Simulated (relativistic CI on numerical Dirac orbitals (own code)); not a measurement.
Method of calculation: Dirac-Coulomb-Breit CI, separate exchange-only KLI orbitals for each configuration, model QED, unscaled Slater integrals (own radial code, finite nucleus).

Configurations in the expansion (outside the closed core [Ar]): 3d10 4s2, 3d10 4s 4p, 3d10 4p2, 3d10 4s 4d, 3d10 4d2, 3d10 4s 4f, 3d10 4p 4d, 3d10 4f2, 3d10 4p 4f, 3d10 4d 4f, 3d10 4s 5s, 3d10 4s 5p, 3d10 4s 5d, 3d10 4s 5f, 3d10 4s 5g, 3d10 4s 6s, 3d10 4s 6p, 3d10 4s 6d, 3d10 4s 6f, 3d10 4s 7s, 3d9 4s2 4p, 3d9 4s2 4d, 3d9 4s2 4f, 3d9 4s2 5s, 3d9 4s2 5p, 3d9 4s2 5d. Double excitations out of closed p, d and f shells are left out; levels of such configurations are missing from the list, as are those of other unlisted configurations, and high levels can miss mixing partners. These lack a partner that the ground configuration has and come out too high: 3d9 4s2 4p, 3d9 4s2 4d, 3d9 4s2 4f, 3d9 4s2 5s, 3d9 4s2 5p.

At this charge energies of transitions that change n are usually good to better than 1 %, and those within a shell (Δn = 0) to a few per cent.

Outline of the computed level scheme of Gd XXXV. Lowest level of each configuration: 3d10 4s2 1S_0 at 0.000 eV; 3d10 4s 4p 3P°_0 at 64.910 eV; 3d10 4p2 3P_0 at 150.175 eV; 3d10 4s 4d 3D_1 at 235.361 eV; 3d10 4p 4d 3F°_2 at 303.837 eV; 3d10 4s 4f 3F°_2 at 376.480 eV; 3d10 4p 4f 3G_3 at 448.326 eV; 3d10 4d2 3F_2 at 477.117 eV.

Some strong electric-dipole decays among the lowest 45 levels: 3d10 4p 4d 3D°_1 → 3d10 4p2 3P_0 (5.2e+11 s⁻¹); 3d10 4s 4f 1F°_3 → 3d10 4s 4d 1D_2 (4.8e+11 s⁻¹); 3d10 4d2 3F_2 → 3d10 4p 4d 3D°_1 (4.8e+11 s⁻¹); 3d10 4s 4d 1D_2 → 3d10 4s 4p 1P°_1 (4.3e+11 s⁻¹); 3d10 4p 4d 1F°_3 → 3d10 4p2 1D_2 (3.7e+11 s⁻¹); 3d10 4d2 3P_1 → 3d10 4p 4d 3P°_2 (3.6e+11 s⁻¹); 3d10 4p 4d 3P°_1 → 3d10 4p2 3P_1 (3.1e+11 s⁻¹); 3d10 4s 4f 3F°_4 → 3d10 4s 4d 3D_3 (3.1e+11 s⁻¹).

LS names give the leading component of a level, which can be under half, so a name can repeat, a term be missing and a line seem to break the LS rules.
